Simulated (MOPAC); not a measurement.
MOPAC input (PM7):

```
PM7 1SCF UHF MS=0.5 GEO-OK AUX(PRECISION=9) THREADS=1
C2H3F2

C     1.37220900 1    0.05692000 1    0.27367700 1
C    -0.09950900 1   -0.02585400 1    0.32379300 1
F    -0.66707600 1    1.09109800 1   -0.23801800 1
F    -0.54759400 1   -1.11787300 1   -0.37767500 1
H     1.85314700 1    1.01834500 1    0.36869200 1
H     1.95428900 1   -0.85154700 1    0.25047200 1
H    -0.51160800 1   -0.11221800 1    1.33725200 1
```

From the output:

```
                                                       MOPAC v23.2.5 Linux

          FINAL HEAT OF FORMATION =        -71.92707 KCAL/MOL =    -300.94285 KJ/MOL

          COSMO AREA              =         90.59 SQUARE ANGSTROMS
          COSMO VOLUME            =         73.04 CUBIC ANGSTROMS

          IONIZATION POTENTIAL    =         10.522320 EV
          ALPHA SOMO LUMO (EV)    =        -10.522  2.410
          BETA  SOMO LUMO (EV)    =        -13.374 -0.554
          NO. OF ALPHA ELECTRONS  =         13
          NO. OF BETA  ELECTRONS  =         12
          MOLECULAR WEIGHT        =         65.0425         POINT GROUP:  Cs

          MOLECULAR DIMENSIONS (Angstroms)

            Atom       Atom       Distance
            H     5    F     4     3.29910
            H     6    F     3     3.21032
            H     7    F     3     1.57899

          SCF CALCULATIONS        =          1

   ATOM   CHEMICAL          X               Y               Z
  NUMBER   SYMBOL      (ANGSTROMS)     (ANGSTROMS)     (ANGSTROMS)

     1       C          1.37220900  *   0.05692000  *   0.27367700  *
     2       C         -0.09950900  *  -0.02585400  *   0.32379300  *
     3       F         -0.66707600  *   1.09109800  *  -0.23801800  *
     4       F         -0.54759400  *  -1.11787300  *  -0.37767500  *
     5       H          1.85314700  *   1.01834500  *   0.36869200  *
     6       H          1.95428900  *  -0.85154700  *   0.25047200  *
     7       H         -0.51160800  *  -0.11221800  *   1.33725200  *

                             CARTESIAN COORDINATES

   1    C        1.372209000     0.056920000     0.273677000
   2    C       -0.099509000    -0.025854000     0.323793000
   3    F       -0.667076000     1.091098000    -0.238018000
   4    F       -0.547594000    -1.117873000    -0.377675000
   5    H        1.853147000     1.018345000     0.368692000
   6    H        1.954289000    -0.851547000     0.250472000
   7    H       -0.511608000    -0.112218000     1.337252000

           Empirical Formula: C2 H3 F2  =     7 atoms

      MOLECULAR POINT GROUP   :   Cs

          ALPHA EIGENVALUES
 -41.00376 -40.80777 -26.96207 -21.73861 -18.12796 -18.06479 -17.28209 -16.14053
 -15.46195 -14.73482 -14.59071 -13.56258 -10.52232   2.40957   2.43534   3.24222
   4.39314   5.35858   5.41644

           BETA EIGENVALUES
 -40.96251 -40.76776 -26.72908 -21.48308 -18.04806 -18.02530 -17.21614 -16.15847
 -15.44642 -14.60845 -14.39339 -13.37421  -0.55413   2.40536   2.58792   3.54007
   4.48741   5.54177   5.68121

              NET ATOMIC CHARGES AND DIPOLE CONTRIBUTIONS

  ATOM NO.   TYPE          CHARGE      No. of ELECS.   s-Pop       p-Pop
    1          C          -0.330991        4.3310     1.14497     3.18602
    2          C           0.272241        3.7278     1.13342     2.59434
    3          F          -0.211598        7.2116     1.97242     5.23918
    4          F          -0.211597        7.2116     1.97242     5.23918
    5          H           0.167794        0.8322     0.83221
    6          H           0.167794        0.8322     0.83221
    7          H           0.146357        0.8536     0.85364
 DIPOLE           X         Y         Z       TOTAL
 POINT-CHG.     1.632    -0.042     2.053     2.623
 HYBRID        -0.204     0.007    -0.284     0.350
 SUM            1.427    -0.035     1.769     2.274

          ATOMIC ORBITAL ELECTRON POPULATIONS

     Atom    s        px        py        pz
    1  C   1.14497   1.02455   1.15172   1.00976
    2  C   1.13342   0.92407   0.72746   0.94281
    3  F   1.97242   1.86553   1.49517   1.87848
    4  F   1.97242   1.91147   1.51329   1.81442
    5  H   0.83221
    6  H   0.83221
    7  H   0.85364

                    (SZ)    =    0.500000
                    (S**2)  =    0.753309

          ATOMIC ORBITAL SPIN POPULATIONS

    Atom   Total    s     px     py     pz
         Atomic
    1  C  1.0518  0.027  0.034  0.035  0.956
    2  C -0.0484 -0.005 -0.024 -0.003 -0.016
    3  F  0.0144  0.000  0.002  0.011  0.002
    4  F  0.0144  0.000  0.001  0.010  0.003
    5  H -0.0293 -0.029
    6  H -0.0293 -0.029
    7  H  0.0264  0.026

 **********************
 *                    *
 * JOB ENDED NORMALLY *
 *                    *
 **********************

 == MOPAC DONE ==
```

The geometry given is a B3LYP-D3(BJ)/def2-TZVP minimum.
